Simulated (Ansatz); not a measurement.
Gas-phase electronic energies from Ansatz, PBE0-D4/def2-TZVP geometries. CCSD(T)/CBS is the MP2 limit (def2-TZVPP, def2-QZVPP) plus CCSD(T) − MP2 in def2-TZVPP, frozen cores. DFT in def2-TZVPP. Elements past krypton have def2 core potentials. For In outer-core shells are correlated without core-valence functions, which leaves a few kJ/mol of doubt a bond. Each species was taken in one conformer, which may not be the lowest.

`O[SiH](Cl)[SiH2][SiH3]` + `O=C[SiH2][CH2][InH2]` → `[SiH3][SiH2][CH2][InH2]` + `O=C[SiH2][SiH](O)Cl`  (redistribution)

`O[SiH](Cl)[SiH2][SiH3]`:

Cartesian coordinates in Å:
```
O 1.001 -0.559 -2.829
Si 0.464 -0.921 -1.323
Cl -1.450 -1.704 -1.403
Si 0.327 0.918 0.118
Si -0.703 0.281 2.119
H 0.554 0.136 -3.315
H 1.358 -1.996 -0.842
H 1.693 1.458 0.375
H -0.475 1.978 -0.558
H -0.670 1.396 3.103
H 0.015 -0.887 2.697
H -2.115 -0.098 1.857
```

`O=C[SiH2][CH2][InH2]`:

Cartesian coordinates in Å:
```
O -2.100 1.371 -1.713
C -2.306 0.513 -0.893
Si -0.891 -0.292 0.143
C 0.765 0.404 -0.280
In 2.390 -0.459 0.856
H -3.356 0.166 -0.720
H -1.253 -0.079 1.575
H -0.976 -1.761 -0.109
H 0.748 1.482 -0.099
H 0.955 0.235 -1.344
H 2.827 0.265 2.358
H 3.199 -1.845 0.225
```

`[SiH3][SiH2][CH2][InH2]`:

Z-matrix (Å, degrees):
```
Si
C 1 1.859
In 1 3.277 2 39.3
Si 1 2.342 2 104.3 3 -41.0
H 1 1.492 2 116.0 3 -164.0
H 1 1.491 2 110.3 3 73.1
H 2 1.092 1 111.4 3 118.7
H 2 1.093 1 110.8 3 -120.3
H 3 1.725 1 101.5 2 125.3
H 3 1.724 1 129.6 2 -81.9
H 4 1.515 1 103.5 2 40.1
H 4 1.488 1 113.7 2 -73.5
H 4 1.486 1 117.6 2 156.9
```

`O=C[SiH2][SiH](O)Cl`:

```xyz
11

O    -2.647    0.178    1.220
C    -2.074    0.249    0.164
Si   -0.380    1.151   -0.031
Si    1.282   -0.479    0.201
O     0.888   -1.654   -0.872
Cl    3.126    0.335   -0.238
H    -2.508   -0.248   -0.736
H    -0.284    1.745   -1.390
H    -0.252    2.186    1.024
H     1.413   -1.024    1.576
H     1.437   -2.439   -0.919
```

| species | PBE energy (Eh) |
| --- | --- |
| `O[SiH](Cl)[SiH2][SiH3]` | -1407.55494 |
| `O=C[SiH2][CH2][InH2]` | -634.95428 |
| `[SiH3][SiH2][CH2][InH2]` | -812.26337 |
| `O=C[SiH2][SiH](O)Cl` | -1230.24182 |

Problem. Work out ΔE.

Solution. ΔE = (-812.26337) + (-1230.24182) − (-1407.55494) − (-634.95428) = 0.00403 Eh = +10.6 kJ/mol. CCSD(T)/CBS gives +6.5 kJ/mol.

Largest T1 diagnostic among the species: 0.015.

The D4 term adds −4.5 kJ/mol with B3LYP and −2.3 kJ/mol with PBE0; it sums over pairs of atoms, weighted by their polarisabilities, and B3LYP, whose exchange is more repulsive, gets the larger term. In def2-TZVPP, CCSD(T) changes the Hartree–Fock value by −10.9 kJ/mol (the triples alone add −1.7 kJ/mol) and MP2 by −11.1 kJ/mol.

B3LYP here is the variant with VWN-RPA as its local correlation; programs differ in this.
